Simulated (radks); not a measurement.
Charge is removed step by step from the 4s1/2 level of Kr3+, starting from [Ar] 3d10 4s2 4p3. Calculated with a radial shooting solver on a logarithmic mesh with Libxc functionals: Dirac Kohn-Sham, PBEsol, spin-unpolarised, spherical densities, finite nucleus; open shells fill j = l - 1/2 first; Fermi nuclear charge, rms radius 4.1884 fm.

removed (e)  E - E(0) (eV)  eigenvalue (eV)  E minus straight line (eV)
0                    0.000          -59.005                       0.000
0.1                  5.972          -60.432                      -0.652
0.2                 12.087          -61.866                      -1.161
0.3                 18.345          -63.307                      -1.526
0.4                 24.748          -64.755                      -1.746
0.5                 31.296          -66.209                      -1.822
0.6                 37.990          -67.670                      -1.751
0.7                 44.831          -69.138                      -1.535
0.8                 51.818          -70.611                      -1.171
0.9                 58.953          -72.091                      -0.660
1                   66.236          -73.576                       0.000

Removing the whole electron costs 66.236 eV by Delta-SCF, against 59.005 eV from minus the eigenvalue at the starting occupation. Slater's transition state (half an electron removed) gives 66.209 eV. Integrating minus the eigenvalue over the occupation (Janak's theorem) gives 66.236 eV. The mean slope of the eigenvalue, de/dn, is 14.6 eV per electron.
